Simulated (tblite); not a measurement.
C7H7S (doublet state).
Numbering: `[CH3:1][c:2]1[cH:3][cH:4][cH:5][cH:6][c:7]1[S:8]` (hydrogens: H9, H10, H11 on C1; H12 on C3; H13 on C4; H14 on C5; H15 on C6)

Computed geometry: GFN2-xTB, gas phase. This method treats the open shell by occupation alone, without spin polarisation.

Task: Give the optimised bond lengths and angles.

Result: 
| bond | length (Å) |
| --- | --- |
| C1–C2 | 1.493 |
| C2–C3 | 1.384 |
| C3–C4 | 1.386 |
| C4–C5 | 1.389 |
| C5–C6 | 1.377 |
| C6–C7 | 1.401 |
| C7–S8 | 1.720 |
| C2–C7 | 1.411 |
| C1–H9, C1–H10, C1–H11 | 1.089 |
| C3–H12 | 1.081 |
| C4–H13 | 1.079 |
| C5–H14 | 1.079 |
| C6–H15 | 1.080 |

Bonds in one row agree within 0.01 Å and their mean is given. A selection of angles:
| angle | degrees |
| --- | --- |
| C1–C2–C3 | 121.5 |
| C1–C2–C7 | 120.2 |
| C3–C2–C7 | 118.3 |
| C2–C3–C4 | 121.4 |
| C3–C4–C5 | 120.1 |
| C4–C5–C6 | 119.8 |
| C5–C6–C7 | 120.4 |
| C6–C7–S8 | 119.1 |
| C2–C7–C6 | 120.1 |
| C2–C7–S8 | 120.9 |

C4 (carbon bonded to 2 C and H) is planar (angles 120.1°, 120.1° and 119.9°, sum 360.0°, 0.00 Å off the plane of its three neighbours). C5 (carbon bonded to 2 C and H) is planar (angles 120.2°, 119.9° and 119.8°, sum 360.0°, 0.00 Å off the plane of its three neighbours). The C–C distances run from 1.377 Å (C5–C6, aromatic) to 1.493 Å (C1–C2, drawn single), a spread of 0.116 Å. The 8 heavy atoms lie in one plane (0.000 Å rms). C6 (carbon bonded to 2 C and H) is planar (angles 120.9°, 120.4° and 118.7°, sum 360.0°, 0.00 Å off the plane of its three neighbours). C7 (carbon bonded to 2 C and S) is planar (angles 120.9°, 120.1° and 119.1°, sum 360.0°, 0.00 Å off the plane of its three neighbours). C2 (carbon bonded to 3 C) is planar (angles 121.5°, 120.2° and 118.3°, sum 360.0°, 0.00 Å off the plane of its three neighbours).

Point group: Cs (tolerance 0.08 Å). Its GFN2-xTB frequencies are all real (lowest 86 cm⁻¹).
